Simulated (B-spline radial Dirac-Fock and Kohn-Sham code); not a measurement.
Elastic and transport cross sections of holmium for electrons

Calculated with a radial B-spline solver, using relativistic (Dirac) partial waves in the static field of the Dirac-Fock atom with Furness-McCarthy exchange, without polarisation or absorption potentials. σ_tr1 and σ_tr2 weight the cross section with 1 − P₁ and 1 − P₂ of cos θ; "backward" is the share scattered beyond 90°.

```
energy (eV)  σ (a₀²)  σ_tr1 (a₀²)  σ_tr2 (a₀²)  σ/σ_tr1  backward (%)
       5000     4.60        0.353        0.492     13.0           2.6
       5930     4.18        0.278        0.409     15.0           2.2
       8300     3.44        0.173        0.278     19.9           1.5
       8970     3.29        0.154        0.254     21.3           1.4
      10000     3.09        0.132        0.222     23.4           1.2
      10500     3.00        0.123        0.209     24.4           1.2
      11500     2.84        0.107        0.187     26.5           1.0
      13700     2.55       0.0828        0.149     30.9          0.84
      14300     2.49       0.0776        0.141     32.1          0.80
      20000     2.02       0.0468       0.0903     43.2          0.53
      30000     1.56       0.0251       0.0515     62.2          0.32
      31600     1.51       0.0232       0.0479     65.2          0.30
      38000     1.34       0.0174       0.0368     77.1          0.23
      45700        ?            ?            ?        ?             ?
      48200     1.15       0.0120       0.0261     95.8          0.17
      50000     1.12       0.0113       0.0247     99.0          0.16
```

Question: Fill in the row for 45.7 keV.

Answer: σ = 1.19 a₀², σ_tr1 = 0.0130 a₀², σ_tr2 = 0.0282 a₀², σ/σ_tr1 = 91.2, backward 0.18 %. The ratio σ/σ_tr1 is roughly the number of elastic collisions that randomise the direction.
